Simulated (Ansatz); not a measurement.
Computed with Ansatz on PBE0-D4/def2-TZVP structures; ΔE is electronic, products minus reactants. CCSD(T)/CBS is the MP2 limit (def2-TZVPP, def2-QZVPP) plus CCSD(T) − MP2 in def2-TZVPP, frozen cores. This one scheme is used for every species, atoms too. DFT in def2-TZVPP. No spin–orbit coupling; open shells (•) take unrestricted orbitals. Spin–orbit coupling would lower the free atoms: a little for B, C, Cl. One conformer a species, not always the lowest.

Consider the atomization: `ClBCCl` → B• + C• + 2 Cl• + 3 H•.

| level | ΔE (kJ/mol) |
| --- | --- |
| r2SCAN-D4 | 2463.1 |
| CAM-B3LYP | 2422.8 |

(1) What does CCSD(T)/CBS give? (An estimate is asked.)

(2) What do rigid-rotor, harmonic-oscillator terms from PBE0-D4/def2-TZVP frequencies (298.15 K, 1 bar) make of the CCSD(T)/CBS value? (An estimate is asked.)

Largest T1 diagnostic among the species: 0.014.

Answers

(1) Ansatz gave: +2427.6 kJ/mol. The listed levels differ from it by 35.5, -4.8 kJ/mol.

(2) Ansatz gave: ΔZPE = -111.5 kJ/mol, ΔH = +2343.9 kJ/mol, ΔS = 680 J/(mol·K), ΔG = +2141.0 kJ/mol. Open shells count their whole term as degenerate.

From PBE to PBE0 (25 % exact exchange), in def2-TZVPP and without D4, ΔE moves by −32.3 kJ/mol: exact exchange takes away binding that semilocal exchange gives to molecules. In def2-TZVPP, CCSD(T) changes the Hartree–Fock value by +522.6 kJ/mol (the triples alone add +40.0 kJ/mol) and MP2 by +584.6 kJ/mol; breaking electron pairs costs correlation energy, which Hartree–Fock lacks. The D4 term adds +24.1 kJ/mol with B3LYP and +12.4 kJ/mol with PBE0; it sums over pairs of atoms, weighted by their polarisabilities, and B3LYP, whose exchange is more repulsive, gets the larger term.

B3LYP here is the variant with VWN-RPA as its local correlation; programs differ in this.

For atomizations the MP2-based limit and the directly extrapolated one differ by several kJ/mol either way, and by 10 to 25 for some Ge, Se and Sn compounds, so smaller differences from it don't rank the levels.
